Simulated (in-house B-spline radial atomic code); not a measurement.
**Si: [Ne] 3s2 3p2**

All numbers are computed (Dirac-Kohn-Sham BLYP, spherical fractional occupations; Fermi nucleus of rms radius 3.1224 fm) with an all-electron radial atomic-structure program (B-spline basis), not measured.

Screening seen three ways: the hydrogenic charge with the same mean radius, Z_r = [3n² - l(l+1)]/(2<r>), the one with the same energy, Z_e = n√(-2ε), and Slater's rules. Values are occupation-weighted means over j.

| shell | electrons | ε (eV) | <r> (bohr) | Z_r | Z_e | Slater |
| --- | --- | --- | --- | --- | --- | --- |
| 1s | 2 | -1787.1 | 0.1113 | 13.48 | 11.46 | 13.70 |
| 2s | 2 | -139.29 | 0.5686 | 10.55 | 6.40 | 9.85 |
| 2p | 6 | -95.547 | 0.5379 | 9.30 | 5.30 | 9.85 |
| 3s | 2 | -10.684 | 2.154 | 6.27 | 2.66 | 4.15 |
| 3p | 2 | -3.9277 | 2.815 | 4.44 | 1.61 | 4.15 |

The least bound orbital is 3p3/2 at -3.917 eV, and it is also the most diffuse (<r> = 2.819 bohr).

Spin-orbit splittings of the orbital energies (j = l + 1/2 above j = l - 1/2 when positive): 2p 0.6494 eV, 3p 0.0323 eV.

For the 1s electron the small component carries 0.246 % of the norm, the zero-frequency Breit interaction raises the level by 1.126 eV, self-energy by 0.48 eV, and vacuum polarisation lowers it by 0.0298 eV.
